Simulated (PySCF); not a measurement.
**From computed data to an observable: dipole moment from atomic charges**

B(H)(OH)(NH2) (BH₄NO), SMILES NBO. Atoms are numbered in the order given.

```xyz
7

B     -0.5032     0.0465     0.0000
H     -1.6994     0.0535     0.0000
O      0.1246     1.2660     0.0000
H      1.0864     1.2123     0.0000
N      0.1801    -1.1828     0.0000
H     -0.3105    -2.0601     0.0000
H      1.1822    -1.2859     0.0000
```

Geometry: r2SCAN-D4/def2-TZVP. Other conformers were not sampled.

Charges (e) from M06-2X/def2-TZVPD (PySCF):

```csv
atom,IAO,ESP fit
B1,0.317,0.689
H2,-0.015,-0.116
O3,-0.577,-0.709
H4,0.357,0.439
N5,-0.631,-1.176
H6,0.285,0.436
H7,0.264,0.437
```

The dipole moment of the full density is 2.74 D.

**Question.** What dipole moment does each set of point charges give, and which comes closer to that of the density?

**Answer.** 
μ = Σ q r, and 1 e Å = 4.8032 D.
IAO: Σ q r = (0.292, -0.464, 0.000) e Å, |μ| = 2.63 D.
ESP fit: Σ q r = (0.408, -0.409, 0.000) e Å, |μ| = 2.78 D.
ESP fit comes closer in size. Point charges leave out the atoms' own dipoles (lone pairs, polarised bonds); fits to the potential absorb them, partitions of the density don't.
